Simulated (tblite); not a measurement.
C9H8FP.
InChI=1S/C9H8FP/c1-11-8-5-3-2-4-7(8)6-9(11)10/h2-6H,1H3

Method: GFN2-xTB as coded in tblite; computed harmonic values from a numerical Hessian at the method's own geometry, unscaled. The method is semi-empirical: single wavenumbers can be off by several per cent or more.

Harmonic wavenumbers (cm⁻¹): 85.5, 108.9, 141.7, 175.0, 215.7, 250.1, 307.0, 368.6, 400.7, 430.9, 454.6, 486.1, 512.2, 594.2, 658.4, 675.6, 688.7, 726.3, 768.8, 834.0, 853.7, 875.3, 878.9, 889.7, 910.1, 926.6, 1049.4, 1079.3, 1108.5, 1155.1, 1175.6, 1187.7, 1238.7, 1282.5, 1300.4, 1340.8, 1422.9, 1431.2, 1438.0, 1444.2, 1566.1, 1585.4, 1606.5, 3001.3, 3013.2, 3015.4, 3072.6, 3076.6, 3084.0, 3092.9, 3108.6.

A = 1912, B = 773.1, C = 593.8 MHz; mass 166.035 u (most abundant isotopes); point group C1, symmetry number 1.

Q: What is the zero-point energy?

A: ½Σν̃ = 30547 cm⁻¹ = 365.43 kJ/mol.

Q: Entropy at 400 K, 1 bar (ideal gas, RRHO, classical rotation)?

A: Translation 178.72, rotation 130.37, vibration 155.42: S = 464.5 J/(mol K).

Q: And Cp and H(400 K) − H(0)?

A: Cp = 217.08 J/(mol K), of which vibrations give 183.83 (their classical limit is 51 R = 424.0); H(400 K) − H(0) = 48.53 kJ/mol without the zero-point energy, 35.23 from vibrations.

Q: Blend soft modes into free rotors: weight 1/[1 + (100 cm⁻¹/ν̃)⁴] for the oscillator and the rest for a rotor with moment μB/(μ + B), μ = h/(8π²ν), B = 10⁻⁴⁴ kg m². What vibrational entropy results?

A: 150.62 J/(mol K) in place of 155.42, which changes −T·S at 400 K by +1.92 kJ/mol.

Q: How do the functions run with temperature in this model?

A: 
```tsv
T (K)	S (J/(mol K))	Cp (J/(mol K))	H − H(0) (kJ/mol)	G − H(0) (kJ/mol)	ln q(vib)
50	245.4	47.2	1.87	-10.40	0.16
100	285.7	71.6	4.85	-23.72	0.90
298.15	407.7	170.4	28.73	-92.83	5.45
373.15	449.8	205.5	42.85	-125.00	7.39
500	517.2	254.7	72.19	-186.39	10.77
750	633.7	318.9	144.61	-330.69	17.34
1000	731.2	358.0	229.57	-501.66	23.49
```

q(vib) and H(0) count from the zero-point level.

Q: What must be added to the electronic energy to get the Gibbs energy at 400 K and 1 bar?

A: ZPE + [H(400 K) − H(0)] − T·S = 365.43 + 48.53 − 185.81 = 228.15 kJ/mol.

Hindered rotation and anharmonicity are outside this model. The structure is chiral; the term R ln 2 for an equal mix with its mirror image is left out.
